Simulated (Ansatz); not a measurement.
Consider the formal exchange of groups at the Se–Si bond: `[SeH][SiH]1[CH2][AlH]1` + `C[SiH3]` → `[SiH3]C[SeH]` + `[CH2]1[AlH][SiH2]1`.

Isolated molecules relaxed with PBE0-D4/def2-TZVP in Ansatz; ΔE leaves out vibrations. CCSD(T)/CBS adds triple-zeta CCSD(T) − MP2 to the extrapolated MP2 energy (def2 sets, frozen cores). This one scheme is used for every species. For Se outer-core shells are correlated without core-valence functions, which leaves a few kJ/mol of doubt a bond. Scalar relativity is left out up to krypton. One conformer a species, not always the lowest.

`[SeH][SiH]1[CH2][AlH]1`:

```xyz
9

Se   -0.469   -2.696   -0.534
Si   -0.368   -0.676    0.529
C    -0.478    0.982   -0.393
Al    1.080    1.129    0.785
H     0.824   -2.523   -1.207
H    -1.446   -0.762    1.554
H    -1.413    1.523   -0.528
H     0.025    0.895   -1.373
H     2.246    2.128    1.168
```

`C[SiH3]`:

Cartesian coordinates in Å:
```
C 0.373 0.092 -0.909
Si -0.334 -0.082 0.814
H 0.668 -0.881 -1.308
H 1.254 0.738 -0.904
H -0.364 0.528 -1.588
H -1.532 -0.965 0.804
H -0.738 1.244 1.354
H 0.672 -0.674 1.737
```

`[SiH3]C[SeH]`:

Z-matrix (Å, degrees):
```
Si
C 1 1.874
H 1 1.490 2 110.5
H 1 1.484 2 109.8 3 120.7
H 1 1.487 2 109.2 3 -119.4
Se 2 1.957 1 111.3 3 177.7
H 2 1.090 1 112.8 3 54.0
H 2 1.092 1 110.1 3 -66.6
H 6 1.470 2 95.5 1 -48.6
```

`[CH2]1[AlH][SiH2]1`:

Cartesian coordinates in Å:
```
C -0.693 0.458 0.389
Al 1.157 0.166 0.937
Si 0.113 -0.611 -0.993
H -1.365 -0.146 1.012
H -1.195 1.389 0.126
H 2.187 0.518 2.083
H 0.316 0.148 -2.258
H -0.521 -1.922 -1.298
```

```csv
species,MP2/CBS(def2) energy (Eh)
`[SeH][SiH]1[CH2][AlH]1`,-2972.75986
`C[SiH3]`,-330.68857
`[SiH3]C[SeH]`,-2731.37220
`[CH2]1[AlH][SiH2]1`,-572.02816
```

Task: Work out ΔE.

Result: ΔE = (-2731.37220) + (-572.02816) − (-2972.75986) − (-330.68857) = 0.04807 Eh = +126.2 kJ/mol. CCSD(T)/CBS gives +120.8 kJ/mol.

Largest T1 diagnostic among the species: 0.013.
